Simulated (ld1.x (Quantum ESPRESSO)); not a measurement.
**Configuration tests for Mn (Z = 25) (TM)**

- Element: manganese (Mn)
- Generator: ld1.x (Quantum ESPRESSO) 7.5
- Type: norm-conserving Troullier–Martins (Kleinman–Bylander form)
- Functional: PBE
- Relativity: scalar-relativistic
- Frozen core: [Ne]
- Valence charge: 15
- Reference configuration: 3s2 3p6 3d5.5 4s1.5 4p0
- Partial waves: 3p (bound): rc 0.85 bohr; 3d (bound): rc 1.35 bohr; 3s (bound): rc 1.25 bohr
- Local potential: the s channel
- Core correction: none

Occupied shells without a wave of their own: 4s. They enter only through the test configuration that unscreens the potential.

Energies are relative to the spin-unpolarised reference configuration 3s2 3p6 3d5.5 4s1.5 4p0; without spin polarisation the order of configurations can differ from experiment.

```
valence configuration  charge  ΔE all-electron (eV)  error AE − PS (meV)
  3s2 3p6 3d5 4s2 4p0       0                 0.482                 +259
  3s2 3p6 3d5 4s1 4p0      +1                 8.898                 -335
  3s2 3p6 3d5 4s0 4p0      +2                24.497                -1289
3s2 3p6 3d5 4s1.5 4p0    +0.5                 3.843                 +2.2
  3s2 3p6 3d5 4s0 4p1      +1                13.638                 -926
  3s2 3p5 3d5 4s2 4p0      +1                62.461                 +531
```

Question: What are ΔE and the potential's error for 3s2 3p6 3d4 4s2 4p0?

Answer: ΔE = 13.669 eV all-electron; the error (AE − PS) is +519 meV.

Levels in the configuration 3s2 3p6 3d5 4s0 4p0:

```csv
level,all-electron (eV),pseudo (eV)
3s,-103.702,-104.337
3p,-72.429,-73.060
3d,-24.318,-24.897
```

The 4s level has no wave, so the channel is fitted at the deeper level alone: the likely source of the large errors.

The potential misses its own reference levels by up to 0.4 eV.
